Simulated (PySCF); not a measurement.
From computed data to an observable: entropy of an ideal gas

Mg(NH2)(SH) (H3MgNS), SMILES [NH2][Mg][SH].

Coordinates come from a B3LYP-D3(BJ)/def2-TZVP optimisation. Other conformers were not sampled.

B3LYP-D3(BJ)/def2-TZVP in PySCF gives the harmonic wavenumbers 115, 117, 136, 302, 367, 536, 538, 739, 1560, 2658, 3543, 3619 cm⁻¹ and the rotational temperatures 7.8328, 0.1149, 0.1146 K. The molar mass is 73.40 g/mol, the symmetry number 1, the spin multiplicity 1.

Problem. Work out the entropy at 298.15 K and 1 atm in the rigid-rotor, harmonic-oscillator model.

Solution. 
Translation (Sackur–Tetrode at 1 atm): S = R[1.5 ln M + 2.5 ln T − 1.16487] = 162.3 J/(mol K).
Rotation: q = (√π/σ) T^1.5/√(θA θB θC) = 28400, S = R[ln q + 3/2] = 97.7 J/(mol K).
Vibration: with u = 1.4388 ν/T, each mode gives R[u/(e^u − 1) − ln(1 − e^−u)]:
| ν (cm⁻¹) | modes | u | S (J/(mol K)) |
|---|---|---|---|
| 115 | 1 | 0.55 | 13.32 |
| 117 | 1 | 0.56 | 13.18 |
| 136 | 1 | 0.66 | 11.96 |
| 302 | 1 | 1.46 | 5.88 |
| 367 | 1 | 1.77 | 4.57 |
| 536 | 1 | 2.59 | 2.40 |
| 538 | 1 | 2.60 | 2.38 |
| 739 | 1 | 3.57 | 1.10 |
| 1560 | 1 | 7.53 | 0.04 |
The stiffer modes add less than 0.005 each. Sum 54.8 J/(mol K).
Spin: R ln 1 = 0.0 J/(mol K).
Total 314.9 J/(mol K); the program's own thermochemistry gives 314.9. Translation makes up 52 % and vibration 17 %. Anharmonicity, hindered rotation and orbital degeneracy are left out.
